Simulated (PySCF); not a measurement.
ECD: `InChI=1S/C5H11NOS/c1-4-5(3-6-4)8(2)7/h4-6H,3H2,1-2H3/t4-,5+,8+/m1/s1`

Geometry (Å), atoms numbered from 1 in this order:
```xyz
19

C    -2.273   -1.201    0.340
C    -1.286   -0.300   -0.377
N    -1.525    1.134   -0.160
C    -0.110    1.366    0.141
C     0.106   -0.141    0.254
S     1.492   -0.809   -0.777
C     2.821   -0.108    0.301
O     1.490    0.004   -1.995
H    -3.249   -1.135   -0.133
H    -2.371   -0.888    1.376
H    -1.933   -2.233    0.305
H    -1.208   -0.584   -1.436
H    -1.900    1.648   -0.948
H     0.041    1.961    1.045
H     0.468    1.791   -0.688
H     0.200   -0.545    1.258
H     2.675    0.961    0.406
H     2.779   -0.605    1.262
H     3.773   -0.305   -0.180
```

Method used: PySCF, TDDFT CAM-B3LYP/def2-SVPD circular dichroism and optical rotation, one conformer, gas phase. Geometry: GFN2-xTB.

The molecule is flexible and this is one conformer; a measurement averages over conformers.

What are the CIP labels of the stereocentres?

C2 R, C5 S, S6 S.

Which excitations and rotatory strengths does the calculation give?

Rotatory strengths R in 10⁻⁴⁰ esu² cm², velocity form and length form (origin at the centre of mass); f in length form.
```tsv
state	E (eV)	λ (nm)	f	R (velocity)	R (length)	main
1	6.00	207	0.074	-16.0	-17.0	HOMO−1→LUMO 0.36, HOMO→LUMO 0.18
2	6.16	201	0.010	+30.3	+32.1	HOMO−1→LUMO+2 0.27, HOMO−1→LUMO+3 0.18
3	6.33	196	0.003	-4.7	-6.1	HOMO→LUMO+2 0.38, HOMO−1→LUMO+2 0.13
4	6.59	188	0.044	-3.6	-2.9	HOMO−1→LUMO+1 0.32, HOMO→LUMO+1 0.20
5	6.70	185	0.008	+20.4	+21.1	HOMO→LUMO 0.36, HOMO−1→LUMO 0.19
6	6.94	179	0.007	+18.0	+19.1	HOMO→LUMO+1 0.44, HOMO−1→LUMO+1 0.25
7	7.03	176	0.013	-22.6	-21.3	HOMO−1→LUMO+2 0.27, HOMO−1→LUMO+3 0.14
8	7.14	174	0.001	+3.6	+6.2	HOMO−2→LUMO+2 0.28, HOMO−2→LUMO+3 0.16
```

Among the states computed, the strongest CD band (largest |R|) is state 2. The largest dissymmetry factor in size, g = 4R/(D+G), with D and G the electric and magnetic dipole strengths, is +0.031 for state 6 (velocity form, f = 0.006), among bands with |R| over 0.5. The mirror image has the same energies and oscillator strengths and all R with the opposite sign.
